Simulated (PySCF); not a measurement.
Polarisability and C₆ of Sn²⁺ (tin, charge +2)

[Kr] 4d10 5s2, closed-shell 1S. Calculation: PySCF 2.14, in x2c-QZVPPall with one added diffuse shell each of s, p, d, f type (14s10p8d5f1g, 128 functions); the spin-free X2C one-electron Hamiltonian (Gaussian nucleus). Coupled (time-dependent) response in atomic units; α is the mean over directions.

```csv
method,mean α (bohr³),C₆ (like pair),S(−4)
UHF,17.90,103.5,138.5
PBE,14.87,83.83,88.78
PBE0,15.56,88.15,99.38
```

S(−4) is the Cauchy moment in α(ω) = α(0) + S(−4) ω² + …

α(iu) at UHF:

| u (hartree) | α(iu) (bohr³) |
| --- | --- |
| 0 | 17.90 |
| 0.0500 | 17.56 |
| 0.100 | 16.63 |
| 0.200 | 13.83 |
| 0.300 | 11.01 |
| 0.500 | 7.172 |
| 0.750 | 4.801 |
| 1.00 | 3.592 |
| 1.50 | 2.378 |
| 2.00 | 1.747 |
| 3.00 | 1.076 |
| 5.00 | 0.5256 |

A single London oscillator, α(iu) = α/(1 + u²/ω²), gives C₆ = (3/4) ω α². Matching the computed C₆ needs ω = 4 × 103.5 / (3 × 17.90²) = 0.431 hartree.

For an ion, C₆ is the dispersion term alone; charge-induced terms of lower order in 1/R come first.
